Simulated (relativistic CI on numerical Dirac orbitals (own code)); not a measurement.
Hg: sensitivity of the levels to the model

Base calculation: Dirac-Coulomb-Breit CI, separate exchange-only KLI orbitals for each configuration, model QED, valence Slater integrals scaled by 0.85, P86 correlation energy added to each configuration.

Configuration list (outside the closed core [Xe] 4f14): 5d¹⁰6s², 5d¹⁰6s6p, 5d¹⁰6s7s, 5d⁹6s²6p, 5d¹⁰6s7p, 5d¹⁰6s6d, 5d¹⁰6s8s, 5d¹⁰6s8p, 5d¹⁰6s5f, 5d¹⁰6s7d, 5d¹⁰6s5g, 5d¹⁰6s6f, 5d¹⁰6s8d, 5d¹⁰6s6g, 5d¹⁰6p², 5d⁹6p³, 5d¹⁰6d², 5d⁹6p6d². Double excitations out of closed p, d and f shells are left out; levels of such configurations are missing from the list, as are those of other unlisted configurations, and high levels can miss mixing partners.

The lowest level and the first level of each name with at least 55 % of one term (blank where a level has no safe partner in the second run):

```csv
Level,Base (cm⁻¹),Shift (cm⁻¹)
5d¹⁰6s² ¹S0,0.0,0.0
5d¹⁰6s6p ³P°0,31131.0,-2372.0
5d¹⁰6s6p ³P°1,32962.3,-2385.9
5d¹⁰6s6p ³P°2,36880.2,-2408.5
5d¹⁰6s6p ¹P°1,49067.1,-2665.7
5d¹⁰6s7s ³S1,55159.2,-4538.3
5d¹⁰6s7s ¹S0,56741.5,-4536.9
5d¹⁰6s7p ³P°0,62274.9,-5054.0
5d¹⁰6s7p ³P°1,62447.9,-5038.8
5d¹⁰6s7p ³P°2,62697.5,-4980.2
5d¹⁰6s6d ¹D2,63706.5,-5067.6
5d¹⁰6s6d ³D1,63894.4,-5083.2
5d¹⁰6s6d ³D2,63913.2,-5083.3
5d¹⁰6s6d ³D3,63946.2,-5083.3
5d¹⁰6s7p ¹P°1,65095.0,-4968.4
5d¹⁰6s8s ³S1,67030.2,-5868.8
5d⁹6s²6p ³P°2,67068.0,-4193.8
5d¹⁰6s8s ¹S0,67579.5,-5856.1
5d¹⁰6s8p ³P°0,69570.1,-6021.1
5d¹⁰6s8p ³P°1,69649.4,-6011.3
5d¹⁰6s5f ³F°4,69808.9,-5738.0
5d¹⁰6s5f ³F°2,69812.6,-5740.2
```

Correlation outside the listed configurations is missing or only estimated: errors of thousands of cm⁻¹ between configurations and terms are usual at this charge. Rates and lifetimes follow the computed energies and can be off by large factors. The fine structure of a lone outer electron comes out too small, for d and f at times inverted, and misplaced configurations move strength between like terms. 14 of the 15 excited levels that our extract of the measured tables holds in this range could be paired (the sources list more); they are missed by 7051 cm⁻¹ on average and 8510 at most, and levels without a partner can miss by more.

(1) One thing was changed in a second run, which moved the levels as shown. Which?
A. configuration mixing switched off
B. no correlation estimate
C. self-excluded LDA correlation estimate
D. Breit term removed
E. QED terms removed

## Answers

(1) B. No correlation estimate. A correlation estimate moves all levels of a configuration together before mixing; mixed levels move by a weighted share.
